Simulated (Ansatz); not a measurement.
Gas-phase electronic energies from Ansatz, PBE0-D4/def2-TZVP geometries. CCSD(T)/CBS is the MP2 limit (def2-TZVPP, def2-QZVPP) plus CCSD(T) − MP2 in def2-TZVPP, frozen cores. This one scheme is used for every species. Functionals use def2-TZVPP. B3LYP here is the variant with VWN-RPA as its local correlation; programs differ in this. HSE06 is defined as in plane-wave codes. For Ga outer-core shells are correlated without core-valence functions, which leaves a few kJ/mol of doubt a bond. Scalar relativity is left out up to krypton. Each species was taken in one conformer, which may not be the lowest.

`C[SiH2][Ga]([F])[Cl]` + HCl → `[F][Ga]([Cl])[Cl]` + `C[SiH3]`  (cleavage of the Ga–Si bond)

```csv
level,ΔE (kcal/mol),difference from CCSD(T)/CBS
PBE-D4,-12.4,3.4
BLYP-D4,-13.6,2.2
B3LYP-D4,-15.2,0.6
r2SCAN0-D4,-17.2,-1.4
HSE06-D4,-14.6,1.2
BHLYP-D4,-17.7,-1.9
CAM-B3LYP-D4,-16.4,-0.6
PBE,-13.0,2.8
revPBE,-13.4,2.4
BLYP,-14.6,1.2
r2SCAN,-16.4,-0.6
BHLYP,-18.9,-3.1
LC-ωPBE,-16.4,-0.6
HF/def2-QZVPP,-23.8,-8.0
SCS-MP2/def2-QZVPP,-18.6,-2.8
MP2/CBS(def2),-17.1,-1.3
CCSD(T)/CBS,-15.8,0
```

Q: What do rigid-rotor, harmonic-oscillator terms from PBE0-D4/def2-TZVP frequencies (298.15 K, 1 bar) make of the CCSD(T)/CBS value? (Estimate.)

A: The calculation gave: ΔZPE = +0.9 kcal/mol, ΔH = -15.9 kcal/mol, ΔS = -16 J/(mol·K), ΔG = -14.8 kcal/mol. Modes under 50 cm⁻¹ make the entropy rough.

Largest T1 diagnostic among the species: 0.013.

In def2-TZVPP, CCSD(T) changes the Hartree–Fock value by +6.5 kcal/mol (the triples alone add +0.5 kcal/mol) and MP2 by +5.3 kcal/mol. From r2SCAN to r2SCAN0 (25 % exact exchange), in def2-TZVPP and without D4, ΔE moves by −1.0 kcal/mol.
